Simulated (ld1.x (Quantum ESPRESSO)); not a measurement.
## u(r) = r·R(r): atom against pseudo-atom (Tc)

Columns: radius, all-electron u(r) and pseudo u(r) of the 5s shell (level -5.27 eV) of technetium in the configuration [Kr] 4d5 5s2 5p0; LDA (PZ), scalar-relativistic, TM semilocal scheme, ld1.x (Quantum ESPRESSO) 7.5.

| r (bohr) | all-electron | pseudo |
| --- | --- | --- |
| 0.138 | -0.0789 | 0.0354 |
| 0.275 | 0.1716 | 0.0685 |
| 0.413 | 0.1012 | 0.0981 |
| 0.550 | -0.1001 | 0.1223 |
| 0.688 | -0.2468 | 0.1415 |
| 0.825 | -0.2902 | 0.1563 |
| 0.963 | -0.2487 | 0.1697 |
| 1.100 | -0.1547 | 0.1847 |
| 1.238 | -0.0355 | 0.2055 |
| 1.375 | 0.0875 | 0.2357 |
| 1.513 | 0.2043 | 0.2789 |
| 1.650 | 0.3069 | 0.3349 |
| 1.788 | 0.3942 | 0.4005 |
| 1.925 | 0.4647 | 0.4652 |
| 2.062 | 0.5198 | 0.5198 |
| 2.200 | 0.5613 | 0.5613 |
| 2.338 | 0.5903 | 0.5903 |
| 2.475 | 0.6085 | 0.6085 |
| 2.613 | 0.6178 | 0.6178 |
| 2.750 | 0.6196 | 0.6196 |
| 2.888 | 0.6151 | 0.6151 |
| 3.025 | 0.6057 | 0.6057 |
| 3.162 | 0.5924 | 0.5924 |
| 3.300 | 0.5757 | 0.5757 |
| 3.438 | 0.5567 | 0.5567 |
| 3.575 | 0.5360 | 0.5360 |

(1) How many radial nodes do the two functions have?

(2) At about which radius was the pseudo-wave matched?

(3) Where does each function peak?

(4) Is the pseudo-wave norm-conserving?

Answers

(1) The all-electron 5s function has n − l − 1 = 4 (the table is too coarse to show those close to the nucleus); the pseudo-wave has 0, since the states of the same l below it are removed with the core.

(2) 2.10 bohr, where the columns begin to agree (steps of 0.14 bohr).

(3) Outermost all-electron maximum near 2.75 bohr, pseudo maximum near 2.75 bohr (to the table’s step).

(4) Yes: the TM semilocal scheme keeps the norm inside the radius equal to the all-electron one, which fixes the energy derivative of the logarithmic derivative at the level.
